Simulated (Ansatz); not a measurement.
The Ge1–H2 bond of GeH2 (SMILES [GeH2]) is stretched (multiplicity 1, the rest rigid).
Geometry at rest (charge 0, multiplicity 1):
```xyz
3

Ge     0.0066    -0.0005     0.0658
H     -0.1232    -1.1290    -1.0600
H     -0.0886     1.1454    -1.0458
```

Cores are frozen in the correlated methods. Filled d and f shells under p-block atoms count as core.

The values were computed with Ansatz (Gaussian orbitals). Each number belongs to the level named beside it.

FIC-MRCISD+Q on CASSCF(2,2)/cc-pVTZ, total energies (hartree):

```tsv
R (Å)	CASSCF	MRCISD	weight c² of the reference
1.599	-2076.530785	-2076.640737	0.92851
2.799	-2076.455816	-2076.556233	0.92935
5.118	-2076.429785	-2076.526972	0.93030
```

### Question
Add the Davidson correction (E_MRCISD − E_CASSCF)(1 − c²)/c² and give the energies above the first point at the three levels.

### Answer

Corrections (hartree): -0.008466, -0.007634, -0.007282. Above the first point (kcal/mol):
- R = 2.799 Å: CASSCF 47.0, MRCISD 53.0, with the correction 53.5
- R = 5.118 Å: CASSCF 63.4, MRCISD 71.4, with the correction 72.1

Ansatz is an electronic-structure program.
